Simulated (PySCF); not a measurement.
TlSb from Hartree–Fock to correlated methods

State: ³Σ⁻ (triplet), unpaired electrons π ↑↑. Set-up: Tl def2-SVP with ECP60, Sb def2-SVP with ECP28; scalar-relativistic core potentials (PySCF 2.14). De refers to Tl + Sb in their high-spin ground configurations, without counterpoise correction. The functionals are run spin-unrestricted. A positive dipole means Tl(−)Sb(+).

```csv
Level,Re (Å),ωe (cm⁻¹),De (eV),μ (D)
UHF,3.077,114,0.52,-3.42
UHF-MP2,3.024,127,1.14,n/a
UHF-SCS-MP2,3.046,125,1.09,n/a
UHF-CCSD,3.053,119,1.11,n/a
UHF-CCSD(T),3.055,119,1.18,n/a
PBE,3.042,120,1.77,-2.43
r²SCAN,3.022,123,1.63,-2.71
B3LYP,3.051,120,1.66,-2.61
PBE0,3.014,124,1.63,-2.73
BHandHLYP,3.025,124,1.50,-2.87
LC-ωPBE,2.959,133,1.41,-2.97
B2PLYP,3.036,122,1.50,-2.93
```

Task: Which functional lies closest to UHF-CCSD(T) in De, which farthest, and by how much do they differ from it?

Result: Closest is LC-ωPBE (-9.6 pm in Re, +11.8 % in ωe, +0.23 eV in De against UHF-CCSD(T) in the same basis), farthest PBE (-1.3 pm in Re, +0.8 % in ωe, +0.59 eV in De). CCSD(T) converges more slowly with the basis than the functionals do and binds too weakly in this one, so the order can change at the basis-set limit.

Task: What does a quarter of exact exchange do here, going from PBE to PBE0?

Result: PBE0 less PBE: -2.8 pm in Re, +3.3 % in ωe, -0.14 eV in De. Exact exchange removes part of the self-interaction that spreads semilocal densities, and in most molecules shortens and stiffens the bond and lowers De; so it does here.

Task: What does the step from GGA to meta-GGA do here, going from PBE to r²SCAN?

Result: r²SCAN less PBE: -2.0 pm in Re, +2.5 % in ωe, -0.14 eV in De. 

Correlated steps freeze 8 core orbitals. Correlated levels converge slowly with the basis: in double zeta they bind strong bonds too weakly, by up to about 1 eV, and carry superposition errors of some tenths. Spin–orbit coupling is left out, which matters for elements this heavy, above all for dissociation energies. B2PLYP dipoles, levels and charges come from its SCF part alone. The state is the lowest determinant that a PBE0 search found; another state may lie lower at other levels.

The whole job (state search and all levels along the bond) took about 3.9 min on 1 thread of Arm Neoverse V1 (shared host), peak memory 0.6 GiB.
